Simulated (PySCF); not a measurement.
## Dipole response of N²⁺ (nitrogen, charge +2)

[He] 2s2 2p1, 2P determinant. All numbers are calculated (PySCF 2.14, the non-relativistic Hamiltonian (point nucleus), in aug-cc-pV5Z (7s6p5d4f3g2h, 127 functions)). Coupled (time-dependent) response in atomic units; α is the mean over directions.

```csv
method,mean α (bohr³),"α xx, yy, zz",C₆ (like pair),S(−4)
UHF,2.716,"2.827, 2.494, 2.827",3.846,9.228
PBE,2.589,"2.701, 2.363, 2.701",3.675,6.897
PBE0,2.602,"2.717, 2.372, 2.717",3.692,7.093
TPSS,2.619,"2.732, 2.393, 2.732",3.784,7.095
M06,2.602,"2.710, 2.387, 2.710",3.639,7.121
```

S(−4) is the Cauchy moment in α(ω) = α(0) + S(−4) ω² + …

α(iu) at PBE0:

| u (hartree) | α(iu) (bohr³) |
| --- | --- |
| 0 | 2.602 |
| 0.0500 | 2.585 |
| 0.100 | 2.534 |
| 0.200 | 2.358 |
| 0.300 | 2.128 |
| 0.500 | 1.667 |
| 0.750 | 1.229 |
| 1.00 | 0.9354 |
| 1.50 | 0.5918 |
| 2.00 | 0.4073 |
| 3.00 | 0.2264 |
| 5.00 | 0.1000 |

For an ion, C₆ is the dispersion term alone; charge-induced terms of lower order in 1/R come first.

The components differ because the open shell of this determinant is not spherical; for a pure term their mean is the scalar polarisability.
